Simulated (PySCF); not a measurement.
Two-photon absorption: SMILES C(C)[C@H]1C=CC(=S)C1, C₇H₁₀S

Molfile (atoms numbered from 1):
```
C7H10S
     RDKit          3D

 18 18  0  0  0  0  0  0  0  0999 V2000
    2.3932   -0.3185    0.1703 C   0  0  0  0  0  0  0  0  0  0  0  0
    1.1975   -0.0161   -0.7239 C   0  0  0  0  0  0  0  0  0  0  0  0
    0.0129    0.5557    0.0682 C   0  0  1  0  0  0  0  0  0  0  0  0
   -1.0787    1.0331   -0.8374 C   0  0  0  0  0  0  0  0  0  0  0  0
   -2.2527    0.4404   -0.5851 C   0  0  0  0  0  0  0  0  0  0  0  0
   -2.1243   -0.4874    0.5027 C   0  0  0  0  0  0  0  0  0  0  0  0
   -3.3175   -1.3990    1.1379 S   0  0  0  0  0  0  0  0  0  0  0  0
   -0.6943   -0.4781    0.9613 C   0  0  0  0  0  0  0  0  0  0  0  0
    2.1305   -1.0340    0.9456 H   0  0  0  0  0  0  0  0  0  0  0  0
    2.7499    0.5906    0.6501 H   0  0  0  0  0  0  0  0  0  0  0  0
    3.2064   -0.7359   -0.4185 H   0  0  0  0  0  0  0  0  0  0  0  0
    0.8759   -0.9250   -1.2369 H   0  0  0  0  0  0  0  0  0  0  0  0
    1.4940    0.7084   -1.4856 H   0  0  0  0  0  0  0  0  0  0  0  0
    0.3838    1.3971    0.6652 H   0  0  0  0  0  0  0  0  0  0  0  0
   -0.8931    1.7706   -1.5998 H   0  0  0  0  0  0  0  0  0  0  0  0
   -3.1848    0.6083   -1.0943 H   0  0  0  0  0  0  0  0  0  0  0  0
   -0.2675   -1.4761    0.8468 H   0  0  0  0  0  0  0  0  0  0  0  0
   -0.6399   -0.2277    2.0218 H   0  0  0  0  0  0  0  0  0  0  0  0
  1  2  1  0
  2  3  1  0
  3  4  1  0
  4  5  2  0
  5  6  1  0
  6  7  2  0
  6  8  1  0
  8  3  1  0
  1  9  1  0
  1 10  1  0
  1 11  1  0
  2 12  1  0
  2 13  1  0
  3 14  1  1
  4 15  1  0
  5 16  1  0
  8 17  1  0
  8 18  1  0
M  END
```

Method: TDDFT B3LYP/def2-SVPD excited states, vertical, gas phase in PySCF. Geometry: GFN2-xTB.

States above about 5.9 eV lie in this functional's continuum (it starts at minus the energy of the highest occupied orbital, well below the true ionisation energy for most functionals) and depend on the basis.

(1) How strongly do the lowest singlets absorb one photon, and two photons of half the energy?

Answers

(1) δ for parallel linear polarisation; σ at the peak of a Lorentzian of half width 0.1 eV, single beam; Ω is circular over linear.
| state | E (eV) | f | photon λ (nm) | δ (au) | σ (GM) | Ω | main |
| --- | --- | --- | --- | --- | --- | --- | --- |
| S1 | 2.22 | 0.000 | 1119 | 1.02 | 0.00 | 1.47 | HOMO→LUMO 0.99 |
| S2 | 4.55 | 0.441 | 545 | 123 | 0.93 | 0.14 | HOMO−1→LUMO 0.95 |
| S3 | 5.21 | 0.002 | 476 | 12.2 | 0.12 | 1.50 | HOMO→LUMO+2 0.66, HOMO→LUMO+1 0.32 |
| S4 | 5.45 | 0.023 | 455 | 18.3 | 0.20 | 1.08 | HOMO→LUMO+1 0.61, HOMO→LUMO+2 0.30 |
| S5 | 5.86 | 0.002 | 423 | 9.79 | 0.12 | 1.49 | HOMO−3→LUMO 0.90 |

Among these, the strongest one-photon state is S2, the strongest two-photon state S2, with a dipole change of 1.0 D (relaxed, norm of the difference vector).
